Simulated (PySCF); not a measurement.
# What the low excited states add to the polarisability

Species: CH₅F₃Si₃.
InChI=1S/CH5F3Si3/c2-1(3)5-7(4)6-1/h7H,5-6H2

Computed, not measured: TDDFT B3LYP/def2-SVPD, vertical, gas phase, core orbitals frozen in the response (PySCF). One conformer (not necessarily the lowest) at the GFN2-xTB geometry, without solvent, vibrations or thermal averaging.

Computed singlets:

```csv
state,E (eV),f
S1,3.93,0.0020
S2,4.86,0.0002
S3,5.32,0.077
S4,5.61,0.0089
S5,5.92,0.093
S6,6.57,0.011
S7,6.61,0.055
S8,6.79,0.010
```

Task: How much of the mean static polarisability do these states give, one by one?

Result: Each state adds f / ΔE² (ΔE in hartree, 27.2114 eV).

```tsv
state	f/ΔE² (au)	running sum (au)	running share of α (%)
S1	0.09	0.09	0.1
S2	0.01	0.10	0.1
S3	2.01	2.11	2.2
S4	0.21	2.32	2.4
S5	1.96	4.28	4.4
S6	0.19	4.47	4.6
S7	0.93	5.40	5.6
S8	0.16	5.56	5.8
```

The full response gives 96.55 au (14.31 Å³), so 91.0 au comes from the higher roots of the same equations.

Task: By how much does the contribution of these states grow at 532 nm?

Result: With ω = 0.0856 hartree each state's term in the mean polarisability goes from f / ΔE² to f / (ΔE² − ω²); the sum over all 8 states goes from 5.56 to 6.68 au, a rise of 1.12 au.
